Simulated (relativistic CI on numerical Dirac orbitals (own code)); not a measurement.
# Ni+ in a cubic cluster: L2,3 absorption with charge transfer

Computed with a charge-transfer multiplet model of a cubic metal-ligand cluster with up to one ligand hole, Slater and spin-orbit integrals from Dirac-Coulomb-Breit ions, Slater integrals scaled by 0.8. The ground state mixes d9 with configurations of k ligand holes L, whose averages lie at kΔ + k(k − 1)U_dd/2; a core hole lowers each added d electron by U_cd. 300 K, Lorentzian 0.4 eV and Gaussian 0.3 eV FWHM.

Atomic integrals in eV (Slater integrals scaled, ζ unscaled), ground: F2dd 9.736, F4dd 6.042, zeta_d 0.072; with the core hole: F2dd 9.736, F4dd 6.042, zeta_d 0.080, zeta_core 11.421.

Cluster parameters (eV): Δ = 5.5, U_dd = 6.4, U_cd = 7.9, 10Dq(ligand) = 0.2, V(eg) = 2.3, V(t2g) = -1.12, final-state hopping factor = 0.8.

```json
{"Case": "10Dq = 0.3 eV", "n_d": "9.11", "d9": "0.89", "d10L": "0.11", "S": "0.50"}
{"Case": "10Dq = 0.6 eV", "n_d": "9.11", "d9": "0.89", "d10L": "0.11", "S": "0.50"}
{"Case": "10Dq = 0.9 eV", "n_d": "9.10", "d9": "0.90", "d10L": "0.10", "S": "0.50"}
{"Case": "10Dq = 1.5 eV", "n_d": "9.10", "d9": "0.90", "d10L": "0.10", "S": "0.50"}
{"Case": "10Dq = 1.8 eV", "n_d": "9.09", "d9": "0.91", "d10L": "0.09", "S": "0.50"}
```

Weights, n_d and S are thermal averages at 300 K. Photon energies count from the first peak over 30 % of the highest in each spectrum, which can be another peak from case to case. The parameters are a model scan and need not match a compound or its usual spin state. Peaks in eV (height, largest 100):
- 10Dq = 0.3 eV: 0.0 (100), 17.1 (35)
- 10Dq = 0.6 eV: 0.0 (100), 17.1 (38)
- 10Dq = 0.9 eV: 0.0 (100), 17.1 (40)
- 10Dq = 1.5 eV: 0.0 (100), 17.1 (43)
- 10Dq = 1.8 eV: 0.0 (100), 17.1 (44)

Curve for 10Dq = 1.5 eV (points under 2 left out, the grid thinned):

E (eV), Intensity and a bar:
```
     -1.6        2.0 
     -1.5        2.3 
     -1.4        2.7 
     -1.2        3.6 #
     -1.1        4.3 #
     -1.0        5.3 #
     -0.9        6.5 #
     -0.8        8.3 ##
     -0.7       10.9 ###
     -0.5       21.3 ######
     -0.4       32.0 ##########
     -0.3       48.9 ################
     -0.2       71.5 #######################
     -0.1       92.5 ##############################
      0.1       88.7 #############################
      0.2       66.4 #####################
      0.3       44.7 ##############
      0.4       29.2 #########
      0.5       19.6 ######
      0.6       13.8 ####
      0.8        7.8 ##
      0.9        6.2 #
      1.0        5.0 #
      1.1        4.2 #
      1.2        3.5 
      1.4        2.6 
      1.5        2.3 
     16.1        2.1 
     16.2        2.6 
     16.3        3.3 
     16.4        4.3 #
     16.6        8.1 ##
     16.7       12.0 ###
     16.8       18.3 #####
     16.9       27.4 ########
     17.0       37.1 ############
     17.2       40.3 #############
     17.3       31.7 ##########
     17.4       21.9 #######
     17.5       14.3 ####
     17.6        9.5 ##
     17.7        6.6 ##
     17.9        3.7 #
     18.0        2.9 
     18.1        2.3
```

For the case 10Dq = 0.9 eV, Δ = 5.5 eV is smaller than U_dd = 6.4 eV, the charge-transfer side of the Zaanen-Sawatzky-Allen scheme.
